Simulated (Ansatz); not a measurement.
Correlation energies of BrH$_{4}$NSeSi (`N[SiH]([SeH])Br`) by basis set

| atom | x (Å) | y (Å) | z (Å) |
| --- | --- | --- | --- |
| N1 | -0.405 | -1.321 | -0.462 |
| Si2 | 0.403 | 0.123 | -0.085 |
| Se3 | -0.315 | 0.681 | 1.990 |
| Br4 | 0.030 | 1.855 | -1.455 |
| H5 | -0.045 | -1.931 | -1.179 |
| H6 | -1.407 | -1.386 | -0.378 |
| H7 | 1.854 | -0.137 | -0.192 |
| H8 | -0.116 | 2.116 | 1.761 |

Total charge 0; spin multiplicity 1. Correlated methods include outer-core shells of Br, Se, which these sets cover unevenly. Scalar relativity is left out up to krypton. All single points use the PBE0-D4/def2-TZVP geometry. It is one conformer, not always the lowest. Frozen core, restricted reference, Ansatz 0.2.0.

| basis | HF (Eh) | MP2 corr. |
| --- | --- | --- |
| def2-SVP | -5317.33530 | -0.73363 |
| def2-TZVPP | -5318.12646 | -0.88498 |
| def2-QZVPP | -5318.23515 | -1.53302 |

(1) Estimate the CCSD correlation energy and the (T) correction in each basis where they were run (hartree).

Answers

(1) 
| basis | CCSD corr. | (T) |
| --- | --- | --- |
| def2-SVP | -0.76004 | -0.01908 |
| def2-TZVPP | -0.91235 | -0.03428 |
